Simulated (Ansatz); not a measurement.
Reaction (ligand exchange at the Si–C bond): `C=CC[SiH](F)Cl` + `N=C=O` → `O=C=N[SiH](F)Cl` + propene

Calculated with Ansatz (gas phase, PBE0-D4/def2-TZVP geometries, no zero-point term in ΔE). CBS: MP2 limit from def2 TZ/QZ plus the TZ coupled-cluster correction, frozen cores. This one scheme is used for every species. Functionals use def2-TZVPP. Each species was taken in one conformer, which may not be the lowest.

| level | ΔE (kJ/mol) |
| --- | --- |
| PBE | -85.7 |
| CCSD(T)/def2-TZVPP | -94.0 |

Q: What does CCSD(T)/CBS give? (Estimate.)

A: Ansatz gave: -93.6 kJ/mol. The listed levels differ from it by 7.9, -0.4 kJ/mol.

Largest T1 diagnostic among the species: 0.018.

From PBE to PBE0 (25 % exact exchange), in def2-TZVPP and without D4, ΔE moves by −6.0 kJ/mol. The D4 term adds +5.0 kJ/mol with B3LYP and +3.0 kJ/mol with PBE0; it sums over pairs of atoms, weighted by their polarisabilities, and B3LYP, whose exchange is more repulsive, gets the larger term. In def2-TZVPP, CCSD(T) changes the Hartree–Fock value by +24.5 kJ/mol (the triples alone add +3.6 kJ/mol) and MP2 by +22.9 kJ/mol.

B3LYP here is the variant with VWN-RPA as its local correlation; programs differ in this.
